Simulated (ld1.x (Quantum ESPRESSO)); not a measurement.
## Transferability test, RRKJ potential for Hf (Z = 72)

- Element: Hf
- Generator: ld1.x (Quantum ESPRESSO) 7.5
- Type: norm-conserving RRKJ (Kleinman–Bylander form)
- Functional: LDA (PZ)
- Relativity: scalar-relativistic
- Frozen core: [Xe]
- Valence charge: 18
- Reference configuration: 4f14 5d1 6s0 6p0 (charge +3)
- Partial waves: 6p (bound, empty): rc 2.80 bohr; 5d (bound): rc 1.85 bohr; 4f (bound): rc 0.75 bohr; 6s (bound, empty): rc 2.70 bohr
- Local potential: the s channel
- Core correction: a·sin(br)/r model core inside 0.60 bohr

Energies are relative to the spin-unpolarised reference configuration 4f14 5d1 6s0 6p0; without spin polarisation the order of configurations can differ from experiment. Spin-polarised rows fill each open shell by Hund’s rule, majority spin first.

```
            valence configuration  charge  ΔE all-electron (eV)  error AE − PS (meV)
                 4f14 5d2 6s2 6p0       0               -44.802                 -140
                 4f14 5d2 6s1 6p0      +1               -36.604                 -159
                 4f14 5d2 6s0 6p0      +2               -22.102                 -149
                 4f13 5d3 6s2 6p0       0               -27.241                -2292
                 4f14 5d2 6s0 6p2       0               -36.728                  -35
                 4f14 5d3 6s0 6p0      +1               -34.571                 -422
4f14 5d1 6s0 6p0 (spin-polarised)      +3                -0.181                 -0.7
```

**Question.** What are ΔE and the potential's error for 4f14 5d2 6s2 6p0 (spin-polarised)?

**Answer.** ΔE = -45.243 eV all-electron; the error (AE − PS) is -146 meV.

**Question.** What are ΔE and the potential's error for 4f14 5d1 6s2 6p1?

**Answer.** ΔE = -42.716 eV all-electron; the error (AE − PS) is +14 meV.

Levels in the configuration 4f14 5d2 6s2 6p0 (spin-polarised):

| level | all-electron (eV) | pseudo (eV) |
| --- | --- | --- |
| 4f up | -16.975 | -16.632 |
| 5d up | -3.210 | -3.063 |
| 6s up | -5.537 | -5.579 |
| 4f down | -16.825 | -16.476 |
| 6s down | -4.854 | -4.868 |

These tests converged, but a pseudo level misses the all-electron one widely, so the file describes the atom poorly there or has found another state: 4f13 5d3 6s2 6p0: 4f by 4.9 eV.
